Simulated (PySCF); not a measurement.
**Peak assignment**

Bonds (- single, = double, # triple, : aromatic): C1=C2, C2-Si3, Si3-Cl4, Si3-C5, C5#C6, C6-C7, Si3-N8, N8=C9. C1 carries H10, H11; C2 carries H12; C7 carries H13, H14, H15; C9 carries H16, H17. Stereochemistry as in C=C[Si@](Cl)(C#CC)N=C. H11, H17 are cis to Si3; H10, H16 are trans to Si3.

PySCF 2.14.0 with density-fitted response routines calculation with PBE0/pcSseg-1 with gauge-including orbitals and geometry from GFN2-xTB; one averaged value for each set of equivalent atoms, relativity neglected, gas phase, one computed conformer.

Referencing at the same level of theory: 13C (186.93 ppm) and 1H (31.72 ppm) against TMS.

Question: Assign these signals to the numbered atoms. 13C{1H} NMR (computed): δ 174.8 (CH2), 142.1 (CH), 141.6 (CH2), 113.5 (C), 82.8 (C), 5.7 (CH3).

Answer: 
```tsv
δ (ppm)	atoms	environment	reason
174.8	C9	C=N carbon	–
142.1	C2	alkene CH	an sp2 carbon of a C=C bond
141.6	C1	terminal =CH2 carbon	as expected for a trigonal carbon in a double bond
113.5	C6	alkyne carbon	–
82.8	C5	alkyne carbon	the triple bond shields along its axis, which puts it between sp3 and sp2 carbons
5.7	C7	propargylic methyl carbon	a saturated carbon with 1 carbon neighbour and no heteroatom attached
```

C2 and C1 lie closer than the usual error of such a calculation, so a measured spectrum could show them in the other order.

Question: Assign these signals to the numbered atoms. 1H NMR (400 MHz, computed): δ 8.79 (m, 1H), 8.79 (m, 1H), 6.43 (m, 1H), 6.24 (m, 1H), 5.91 (m, 1H), 2.08 (s, 3H).

Answer: 
| δ (ppm) | atoms | environment | reason |
| --- | --- | --- | --- |
| 8.79 | H17 | hydrogen on a C=N carbon | – |
| 8.79 | H16 | hydrogen on a C=N carbon | – |
| 6.43 | H10 | hydrogen on a terminal =CH2 carbon | a vinylic proton, deshielded by the sp2 carbon and the C=C anisotropy |
| 6.24 | H12 | hydrogen on an alkene CH | a vinylic proton, deshielded by the sp2 carbon and the C=C anisotropy |
| 5.91 | H11 | hydrogen on a terminal =CH2 carbon | olefinic region |
| 2.08 | H13/H14/H15 | hydrogen on a propargylic methyl carbon | – |

H17 and H16 lie closer than the usual error of such a calculation, so a measured spectrum could show them in the other order.

Shifts are as computed. Against solution values, carbons near 30 ppm lie about +3 ppm off and those near 130 ppm about +5 ppm. Of 1309 compounds with measured shifts, 239 miss one by over three times the rms of a fit or turn the order of signals round; such compounds aren't used in these exercises. No couplings were computed; multiplicities are counted from neighbouring protons, with m where these are inequivalent, close in shift, in a saturated or five-membered ring or joined by F or P, and br s for small geminal =CH2 splittings.
